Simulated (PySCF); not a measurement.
## Atomic charges against the basis set

Compound: C2H8BClS.
Geometry (PBE0-D3(BJ)/def2-SVP, Å), atoms numbered from 1 in this order:
```
atom  x, y, z in Å
C1    -1.488   -1.065   -1.206
S2    -0.642   -0.065    0.027
C3    -1.124    1.587   -0.495
B4     1.252   -0.181   -0.505
Cl5    1.376    0.283   -2.290
H6    -2.570   -0.900   -1.133
H7    -1.098   -0.807   -2.201
H8    -1.254   -2.113   -0.976
H9    -2.216    1.688   -0.435
H10   -0.647    2.290    0.201
H11   -0.751    1.761   -1.514
H12    1.507   -1.349   -0.287
H13    1.778    0.618    0.244
```

PBE0 throughout (PySCF), one geometry, spherical d and f functions. Isolated species at its PBE0-D3(BJ)/def2-SVP geometry (one conformer only). Atoms taken as equivalent share a column and are averaged.

Mulliken charges (e):

```
        basis  functions   C1/C3      S2      B4     Cl5  H6 (×6)  H12/H13
       STO-3G         41  -0.311  +0.394  -0.019  -0.338   +0.118   -0.062
        6-31G         69  -0.724  +0.431  -0.191  -0.239   +0.238   +0.010
     pcSseg-0         69  -0.871  +0.155  -0.073  -0.335   +0.304   +0.087
       6-31G*         94  -0.685  +0.345  -0.161  -0.268   +0.239   +0.009
      cc-pVDZ        118  -0.178  +0.161  -0.115  -0.239   +0.100   -0.026
     def2-SVP        118  -0.161  +0.028  -0.012  -0.243   +0.104   -0.039
  aug-cc-pVDZ        195  +0.350  +0.177  -1.116  -0.458   -0.128   +0.731
6-311+G(2d,p)        199  -0.723  +0.741  -0.178  -0.352   +0.200   +0.017
    def2-TZVP        215  -0.355  +0.180  -0.133  -0.277   +0.161   -0.014
      cc-pVTZ        270  -0.282  +0.229  -0.193  -0.266   +0.130   +0.007
     IGLO-III        273  -0.522  +0.380  +0.034  -0.235   +0.171   -0.080
     pcSseg-2        306  -0.108  +0.202  +0.009  -0.310   +0.075   -0.066
```

IAO charges (e):

```tsv
basis	functions	C1/C3	S2	B4	Cl5	H6 (×6)	H12/H13
STO-3G	41	-0.473	+0.565	-0.332	-0.217	+0.159	-0.011
6-31G	69	-0.527	+0.499	-0.340	-0.229	+0.183	+0.012
pcSseg-0	69	-0.515	+0.473	-0.338	-0.222	+0.182	+0.011
6-31G*	94	-0.518	+0.549	-0.326	-0.231	+0.174	+0.002
cc-pVDZ	118	-0.514	+0.552	-0.334	-0.228	+0.172	+0.003
def2-SVP	118	-0.505	+0.550	-0.329	-0.220	+0.169	-0.002
aug-cc-pVDZ	195	-0.521	+0.553	-0.334	-0.234	+0.175	+0.004
6-311+G(2d,p)	199	-0.531	+0.569	-0.341	-0.231	+0.176	+0.005
def2-TZVP	215	-0.534	+0.576	-0.342	-0.230	+0.176	+0.004
cc-pVTZ	270	-0.532	+0.566	-0.338	-0.231	+0.176	+0.004
IGLO-III	273	-0.535	+0.577	-0.345	-0.227	+0.176	+0.005
pcSseg-2	306	-0.534	+0.572	-0.340	-0.230	+0.176	+0.005
```

Hirshfeld charges (e):

```csv
basis,functions,C1/C3,S2,B4,Cl5,H6 (×6),H12/H13
STO-3G,41,-0.021,+0.299,+0.031,-0.320,+0.038,-0.099
6-31G,69,-0.086,+0.220,-0.041,-0.193,+0.057,-0.080
pcSseg-0,69,-0.089,+0.262,-0.049,-0.166,+0.052,-0.090
6-31G*,94,-0.083,+0.209,-0.039,-0.194,+0.058,-0.078
cc-pVDZ,118,-0.096,+0.242,-0.052,-0.165,+0.056,-0.085
def2-SVP,118,-0.101,+0.262,-0.062,-0.149,+0.055,-0.090
aug-cc-pVDZ,195,-0.113,+0.237,-0.050,-0.152,+0.059,-0.081
"6-311+G(2d,p)",199,-0.106,+0.234,-0.050,-0.158,+0.058,-0.081
def2-TZVP,215,-0.108,+0.234,-0.052,-0.156,+0.059,-0.081
cc-pVTZ,270,-0.108,+0.235,-0.052,-0.157,+0.059,-0.082
IGLO-III,273,-0.114,+0.248,-0.056,-0.139,+0.057,-0.084
pcSseg-2,306,-0.114,+0.240,-0.052,-0.153,+0.059,-0.081
```

Some averages cover members that differ in this geometry, most widely: H6 (×6), Mulliken in aug-cc-pVDZ -0.150 to -0.087; H6 (×6), Mulliken in 6-311+G(2d,p) +0.177 to +0.225; H6 (×6), Mulliken in 6-31G* +0.221 to +0.256; H6 (×6), Mulliken in 6-31G +0.219 to +0.254 e.

Task: Which scheme is steadiest as the basis changes?

Result: Largest range over the bases for any column: IAO 0.10 e, Hirshfeld 0.18 e, Mulliken 1.22 e. IAO charges move least and Mulliken charges most, counted in e. Without the minimal STO-3G basis the ranges are IAO 0.10, Hirshfeld 0.05, Mulliken 1.22 e.

Task: How much do the charges still move between the two largest bases, IGLO-III and pcSseg-2?

Result: At most, over all atoms: Mulliken 0.414 e, IAO 0.005 e, Hirshfeld 0.014 e.

Task: What do the same runs give for the total energy, the frontier levels and the dipole moment?

Result: 
```csv
basis,energy (Eh),HOMO (eV),LUMO (eV),μ (D)
STO-3G,-953.2820,-5.00,4.74,6.14
6-31G,-963.7613,-7.39,0.85,5.43
pcSseg-0,-962.6349,-7.50,0.64,5.28
6-31G*,-963.8366,-7.34,0.56,5.25
cc-pVDZ,-963.8871,-7.32,0.60,5.13
def2-SVP,-963.5336,-7.27,0.68,5.07
aug-cc-pVDZ,-963.8989,-7.48,-0.35,5.04
"6-311+G(2d,p)",-963.9350,-7.49,-0.14,5.11
def2-TZVP,-963.9454,-7.46,0.23,5.05
cc-pVTZ,-963.9554,-7.46,0.30,5.05
IGLO-III,-963.9452,-7.42,0.18,4.95
pcSseg-2,-963.9635,-7.50,0.05,5.13
```

The dipole is fixed by the density alone, so its range of 1.19 D shows that the density itself changes with the basis, not only its division among atoms.
